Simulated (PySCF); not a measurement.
The group X on formyl-X is varied. Gas-phase values, no solvent. One relaxed conformer stands for each flexible species; it need not be the lowest. Strings in code marks are SMILES.

Level of theory: PySCF with PBE-D3(BJ)/def2-TZVP // B3LYP-D3(BJ)/def2-TZVP. All candidates: neutral, multiplicity 1. 

- LUMO: -1.56 eV
- HOMO: -6.93 eV
- HOMO–LUMO gap: 5.37 eV

### Question
Identify which member has these values.
A) `C[S@](=O)C=O` (O–S–C–O torsion 170°)
B) `NC=O`
C) `O=CO[SiH3]` (O–C–O–Si torsion 0°)
D) `N#CC=O`

### Answer
C, `O=CO[SiH3]` (O–C–O–Si torsion 0°). The others give `N#CC=O`: -4.17 eV, -7.45 eV, 3.28 eV; `NC=O`: -0.58 eV, -5.95 eV, 5.37 eV; `C[S@](=O)C=O` (O–S–C–O torsion 170°): -3.13 eV, -5.70 eV, 2.57 eV
